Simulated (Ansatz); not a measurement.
Computed with Ansatz on PBE0-D4/def2-TZVP structures; ΔE is electronic, products minus reactants. CCSD(T)/CBS adds triple-zeta CCSD(T) − MP2 to the extrapolated MP2 energy (def2 sets, frozen cores). DFT in def2-TZVPP. B3LYP here is the variant with VWN-RPA as its local correlation; programs differ in this. HSE06 is defined as in plane-wave codes. Elements past krypton have def2 core potentials. For In, Sn outer-core shells are correlated without core-valence functions, which leaves a few kJ/mol of doubt a bond. Each species was taken in one conformer, which may not be the lowest.

Consider the ligand exchange at the Si–O bond: `[F][Sn]([F])([F])[O][SiH3]` + `[OH][In]([F])[F]` → `[F][In]([F])[O][SiH3]` + `[OH][Sn]([F])([F])[F]`.

`[F][Sn]([F])([F])[O][SiH3]`:

Z-matrix (Å, degrees):
```
Sn
F 1 1.885
F 1 1.884 2 107.6
F 1 1.880 2 108.1 3 116.5
O 1 1.899 2 111.7 3 -122.9
Si 5 1.654 1 138.8 2 58.9
H 6 1.485 5 110.0 1 59.9
H 6 1.485 5 110.0 1 -60.5
H 6 1.481 5 106.7 1 179.7
```

`[OH][In]([F])[F]`:

Cartesian coordinates in Å:
```
O 1.145 0.255 0.976
In -0.251 0.132 -0.386
F -0.468 1.419 -1.797
F -1.520 -1.328 -0.389
H 1.094 -0.479 1.596
```

`[F][In]([F])[O][SiH3]`:

Z-matrix (Å, degrees):
```
Si
O 1 1.643
H 1 1.484 2 107.7
H 1 1.489 2 110.9 3 -119.8
H 1 1.488 2 110.8 3 119.8
In 2 1.942 1 136.2 3 175.5
F 6 1.921 2 121.4 1 -179.8
F 6 1.928 2 121.9 1 0.1
```

`[OH][Sn]([F])([F])[F]`:

Cartesian coordinates in Å:
```
O -0.024 -0.663 1.419
Sn -0.037 -0.011 -0.385
F -0.007 1.878 -0.410
F -1.567 -0.608 -1.304
F 1.443 -0.621 -1.379
H 0.191 0.024 2.059
```

```csv
level,ΔE (kcal/mol)
B3LYP-D4,0.6
HSE06-D4,0.2
PBE,0.1
r2SCANh,0.0
HF/def2-SVP,-0.4
CCSD/def2-SVP,-0.2
CCSD(T)/def2-SVP,-0.2
MP2/def2-TZVPP,0.1
```

Question: What does CCSD(T)/CBS give? (Best estimate.)

Answer: Computed: +0.3 kcal/mol. The listed levels differ from it by 0.3, -0.1, -0.2, -0.3, -0.7, -0.5, -0.5, -0.2 kcal/mol.

Largest T1 diagnostic among the species: 0.018.

Leaving LDA and LC-ωPBE aside and taking each functional with its dispersion term where it has one, the values, not all of them listed here, spread over 0.9 kcal/mol, from B97M-V to BLYP-D4.
